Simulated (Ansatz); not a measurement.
Reaction (redistribution): `C#[C][Zr]([F])([F])[Cl]` + `O[SiH2]O[SiH](F)F` → `C#[C][Zr]([OH])([F])[Cl]` + `F[SiH2]O[SiH](F)F`

Program: Ansatz. Geometries: PBE0-D4/def2-TZVP. ΔE: electronic, gas phase. CCSD(T)/CBS is the MP2 limit (def2-TZVPP, def2-QZVPP) plus CCSD(T) − MP2 in def2-TZVPP, frozen cores. Elements past krypton have def2 core potentials. For Zr outer-core shells are correlated without core-valence functions, which leaves a few kJ/mol of doubt a bond. One conformer a species, not always the lowest.

`C#[C][Zr]([F])([F])[Cl]`:

```xyz
7

C    -0.238   -2.211    0.231
C    -0.098   -1.009    0.125
Zr    0.161    1.136   -0.043
F     2.002    1.532    0.031
F    -0.719    1.967    1.402
Cl   -0.747    1.852   -2.071
H    -0.362   -3.267    0.324
```

`O[SiH2]O[SiH](F)F`:

```xyz
10

O    -1.391    1.762    0.718
Si   -0.056    0.880    1.051
O     0.395   -0.023   -0.242
Si    0.398   -1.363   -1.118
F     1.869   -1.936   -1.186
F    -0.495   -2.470   -0.428
H    -1.306    2.533    0.157
H     1.098    1.755    1.361
H    -0.426   -0.012    2.167
H    -0.086   -1.125   -2.480
```

`C#[C][Zr]([OH])([F])[Cl]`:

Cartesian coordinates in Å:
```
C 0.139 -0.511 2.470
C 0.000 -0.375 1.271
Zr -0.273 -0.174 -0.883
O 0.381 1.523 -1.386
F -2.121 -0.297 -1.280
Cl 0.912 -1.882 -1.977
H 0.260 -0.633 3.523
H 0.702 2.349 -1.738
```

`F[SiH2]O[SiH](F)F`:

Cartesian coordinates in Å:
```
F -1.933 0.363 -1.592
Si -0.387 -0.003 -1.542
O -0.001 -0.394 -0.011
Si 0.389 -0.087 1.515
F 0.506 1.474 1.734
F 1.811 -0.706 1.811
H -0.169 -1.188 -2.393
H 0.375 1.186 -1.971
H -0.591 -0.644 2.448
```

```
                   species  MP2/def2-TZVPP energy (Eh)
 `C#[C][Zr]([F])([F])[Cl]`                  -782.90240
       `O[SiH2]O[SiH](F)F`                  -930.50308
`C#[C][Zr]([OH])([F])[Cl]`                  -758.87778
       `F[SiH2]O[SiH](F)F`                  -954.53035
```

Question: Work out ΔE.

Answer: ΔE = (-758.87778) + (-954.53035) − (-782.90240) − (-930.50308) = -0.00265 Eh = -7.0 kJ/mol. CCSD(T)/CBS gives -5.9 kJ/mol.

Largest T1 diagnostic among the species: 0.017.

From PBE to PBE0 (25 % exact exchange), in def2-TZVPP and without D4, ΔE moves by −4.2 kJ/mol.
